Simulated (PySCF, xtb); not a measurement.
B(Cl)(GeH3)(OH) (BClGeH4O), SMILES O[B](Cl)[GeH3]. The values are those of a single conformer.

Harmonic wavenumbers (cm⁻¹) from GFN2-xTB (xtb 6.7.1) at its own minimum, in rising order: 41, 124, 257, 263, 418, 470, 511, 674, 725, 821, 886, 902, 993, 1282, 2034, 2095, 2112, 3523.

### Question
What does PBE-D3(BJ)/def2-SVP run with PySCF 2.14.0 give at its own minimum? (An estimate is asked for; the answer gives what the named calculation found.)

### Answer
53, 144, 264, 304, 439, 496, 551, 638, 771, 800, 857, 858, 1076, 1345, 2072, 2078, 2087, 3656. Paired by order, the mean absolute difference is 39 cm⁻¹ and the zero-point energies are 25.9 and 26.4 kcal/mol.
